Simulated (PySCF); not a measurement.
Structure from NMR data

An unknown has the formula C₆H₆FN. Its calculated NMR data are:

1H NMR (400 MHz, computed): δ 7.28 (m, 1H), 7.20 (m, 1H), 6.85 (m, 1H), 6.80 (m, 1H), 3.55 (br s, 2H).

13C{1H} NMR (computed): δ 159.3 (C), 140.7 (C), 130.0 (CH), 121.6 (CH), 121.2 (CH), 118.9 (CH).

PySCF calculation with PBE0/pcSseg-1 with gauge-including orbitals and structure optimised with GFN2-xTB; no solvent model, fast rotation and ring inversion assumed for equivalent nuclei, one conformer, no relativistic terms.

Chemical shifts δ = σref − σ; 1H (31.72 ppm), 13C (186.93 ppm) vs TMS, all at this level.

Deduce the structure.

Results:


1. Rings plus π bonds: 4 (1 ring in the answer).
2. 6 carbon signals for 6 carbons: no two carbons are equivalent.
3. Carbon types of the structure: 2 × C, 4 × CH, leaving 2 H on heteroatoms.
4. δC 159.3: aromatic carbon bearing fluorine; the electronegative substituent deshields the carbon that carries it.
5. δC 140.7: aromatic carbon bearing nitrogen; an ipso carbon deshielded by its heteroatom.
6. δC 130.0, 121.6, 121.2, 118.9: aromatic CH.
7. δH 7.28, 7.20, 6.85, 6.80: hydrogen on an aromatic CH.
8. δH 3.55: hydrogen on an aniline-type nitrogen; exchangeable, gas-phase position.

Structure: SMILES c1cc(N)c(F)cc1.

The data come from this structure; uniqueness wasn't tested.

The OH or NH signal is concentration- and solvent-dependent in practice; the value given is the gas-phase one. Splittings by 19F in the carbon and heteronuclear signals aren't shown, as no couplings were computed. Shifts are as computed. Against solution values, carbons near 30 ppm lie about +3 ppm off and those near 130 ppm about +5 ppm. Of 246 compounds with measured shifts, 49 miss one by over three times the rms of a fit or turn the order of signals round; such compounds aren't used in these exercises. No couplings were computed; multiplicities are counted from neighbouring protons, with m where these are inequivalent, close in shift, in a saturated or five-membered ring or joined by F or P, and br s for small geminal =CH2 splittings.
